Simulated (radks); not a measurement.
The numbers below are computed, except where a source is named.
Task: The silver ion Ag17+, [Ar] 3d10 4s2. Code: a radial shooting solver on a logarithmic mesh with Libxc functionals. Model: non-relativistic Kohn-Sham, exchange-only PBE, spin-polarised, spherical densities, point nucleus. Every spin shell is full or empty, so the densities are truly spherical. Functionals are evaluated on that one density, not self-consistently. Rank these orbital-free kinetic functionals by their error against the exact value of the orbitals, and give that value: Thomas-Fermi, von Weizsacker, TF + vW, TF + vW/9, TF + vW/5, LC94, APBEK, revAPBEK, Perdew 92, Thakkar, Pearson, LKT, PG1, DePristo-Kress, Ernzerhof.

Result: Exact: 5086.86 hartree. From best to worst, with 100 (|E| - |E exact|)/|E exact| (equal figures are ties): DePristo-Kress -0.02, LC94 +0.14, APBEK +0.20, Ernzerhof -0.29, revAPBEK +0.39, Thakkar -0.46, Perdew 92 -0.60, TF + vW/9 -0.61, Pearson -0.93, TF + vW/5 +3.27, Thomas-Fermi -5.45, PG1 +16.15, LKT +20.45, TF + vW +38.17, von Weizsacker -56.38.
